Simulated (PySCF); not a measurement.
Task: What does the PBE0-D3(BJ)/def2-SVP structure of `C#C[C@@H]([SiH3])[GeH3]` look like in three dimensions?

Result: 
```
atom  x, y, z in Å
C1    -1.418   -2.197   -0.606
C2    -0.789   -1.270   -0.138
C3    -0.019   -0.159    0.372
Si4    1.827   -0.395   -0.008
Ge5   -0.718    1.544   -0.363
H6    -1.978   -3.018   -1.011
H7    -0.124   -0.089    1.469
H8     2.315   -1.672    0.591
H9     2.031   -0.424   -1.486
H10    2.596    0.749    0.573
H11   -0.552    1.531   -1.890
H12   -2.204    1.672    0.008
H13    0.080    2.715    0.243
```

Any rigid rotation of these coordinates is as good. Atoms count from 1 in this order. Ge5 (germanium bonded to C and 3 H) is tetrahedral (angles from 108.8° to 110.2°). Si4 (SiH3 silicon) is tetrahedral (angles from 109.1° to 110.1°). The C–C distances run from 1.214 Å (C1≡C2, drawn triple) to 1.445 Å (C2–C3, drawn single), a spread of 0.231 Å.

Bonds between heavy atoms (Å): C1≡C2 1.214, C2–C3 1.445, C3–Si4 1.899, C3–Ge5 1.982.

Level of theory: PBE0-D3(BJ)/def2-SVP geometry optimisation, gas phase in PySCF 2.14.0.

Point group: C1 (no symmetry element, even within 0.4 Å). PBE0-D3(BJ)/def2-SVP frequencies: not computed here.
